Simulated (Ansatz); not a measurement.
`[SiH3][GeH2][SiH2][SiH2][GeH3]` + trisilane → `[SiH3][SiH2][SiH2][SiH2][GeH2][SiH3]` + `[SiH3][GeH3]`  (formal exchange of groups at the Si–Si bond)

Gas-phase electronic energies from Ansatz, PBE0-D4/def2-TZVP geometries. CCSD(T)/CBS adds triple-zeta CCSD(T) − MP2 to the extrapolated MP2 energy (def2 sets, frozen cores). Functionals use def2-TZVPP. HSE06 is defined as in plane-wave codes. For Ge outer-core shells are correlated without core-valence functions, which leaves a few kJ/mol of doubt a bond. Scalar relativity is left out up to krypton. One conformer a species, not always the lowest.

`[SiH3][GeH2][SiH2][SiH2][GeH3]`:

Cartesian coordinates in Å:
```
Si 0.999 -0.229 2.464
Ge -1.025 0.656 1.582
Si -0.600 1.758 -0.488
Si 0.716 0.352 -1.810
Ge -0.300 -1.796 -1.945
H 1.994 0.863 2.634
H 0.772 -0.883 3.780
H 1.554 -1.234 1.518
H -1.666 1.628 2.591
H -2.020 -0.495 1.341
H -1.882 2.057 -1.184
H 0.105 3.044 -0.226
H 0.904 0.908 -3.179
H 2.056 0.211 -1.174
H 0.529 -2.754 -2.816
H -1.710 -1.683 -2.549
H -0.429 -2.405 -0.538
```

`[SiH3][SiH2][SiH3]`:

```xyz
11

Si   -0.024    1.809   -0.731
Si   -0.490   -0.482   -0.697
Si    0.382   -1.457    1.241
H    -0.569    2.453   -1.956
H     1.448    2.024   -0.694
H    -0.627    2.464    0.461
H     0.110   -1.132   -1.897
H    -1.964   -0.693   -0.743
H    -0.221   -0.817    2.442
H     1.856   -1.254    1.288
H     0.099   -2.917    1.285
```

`[SiH3][SiH2][SiH2][SiH2][GeH2][SiH3]`:

Z-matrix (Å, degrees):
```
Si
Si 1 2.339
H 1 1.488 2 109.8
H 1 1.487 2 111.7 3 120.7
H 1 1.488 2 109.4 3 -118.6
Si 2 2.337 1 109.1 3 50.0
H 2 1.490 1 109.9 3 -68.8
H 2 1.490 1 109.9 3 172.2
Si 6 2.337 2 108.8 1 -54.5
H 6 1.490 2 109.8 1 66.4
H 6 1.490 2 110.4 1 -174.2
Ge 9 2.385 6 110.3 2 -50.3
H 9 1.489 6 109.7 2 69.8
H 9 1.490 6 110.3 2 -171.3
Si 12 2.381 9 113.5 6 84.2
H 12 1.542 9 109.3 6 -38.3
H 12 1.542 9 109.2 6 -155.2
H 15 1.486 12 109.7 9 54.2
H 15 1.487 12 109.8 9 173.8
H 15 1.486 12 111.0 9 -66.1
```

`[SiH3][GeH3]`:

Z-matrix (Å, degrees):
```
Si
Ge 1 2.378
H 1 1.487 2 110.1
H 1 1.487 2 110.1 3 -120.0
H 1 1.487 2 110.1 3 120.0
H 2 1.538 1 110.6 3 179.7
H 2 1.538 1 110.6 3 -60.3
H 2 1.538 1 110.6 3 59.7
```

Is it downhill or uphill in electronic energy at CCSD(T)/CBS, and by how much? (An estimate is asked.)

Computed: Nearly level: ΔE = -2.6 kJ/mol.

What do these levels give: B2PLYP, HSE06, RPA@PBE/def2-TZVPP, HF/def2-SVP, HF/def2-QZVPP, MP2/def2-QZVPP? (An estimate is asked.)

The calculation gave: B2PLYP 1.5, HSE06 1.6, RPA@PBE/def2-TZVPP -0.6, HF/def2-SVP 4.0, HF/def2-QZVPP 5.7, MP2/def2-QZVPP -2.3 kJ/mol.

Largest T1 diagnostic among the species: 0.013.

In def2-TZVPP, CCSD(T) changes the Hartree–Fock value by −7.4 kJ/mol (the triples alone add −1.3 kJ/mol) and MP2 by −7.5 kJ/mol. Leaving LDA and LC-ωPBE aside and taking each functional with its dispersion term where it has one, the values, not all of them listed here, spread over 5.8 kJ/mol, from BLYP-D4 to B2PLYP. LDA lies −6.6 kJ/mol from PBE without D4.
